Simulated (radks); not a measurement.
The numbers below are computed, except where a source is named.
Task: Coherent X-ray form factor from a spherical all-electron density. Code: a radial shooting solver on a logarithmic mesh with Libxc functionals. Model: scalar-relativistic Kohn-Sham, Slater X-alpha with alpha = 0.744, spin-polarised, spherical densities, finite nucleus; Fermi nuclear charge, rms radius of each element as measured or else 0.836 A^(1/3) + 0.57 fm.

sin(theta)/lambda (1/angstrom)  f0 (electrons)
0.05                                    38.451
0.1                                     36.944
0.15                                    34.814
0.2                                     32.423
0.25                                    30.045
0.3                                     27.842
0.4                                     24.166
0.5                                     21.379
0.6                                     19.173
0.8                                     15.548
1                                       12.462
1.25                                     9.481
1.5                                      7.550
2                                        5.681

The species is in the configuration that NIST lists as its ground one. Which atom or ion scatters so?

Result: The niobium ion Nb2+, [Kr] 4d3. Extrapolating in s^2 from the first two rows gives f0(0) = 39.0, near the electron count 39; among species with that count, the fall with angle is slower the higher Z, and the table is that of Z = 41; from so few rows the species is fixed only to a neighbour or two.
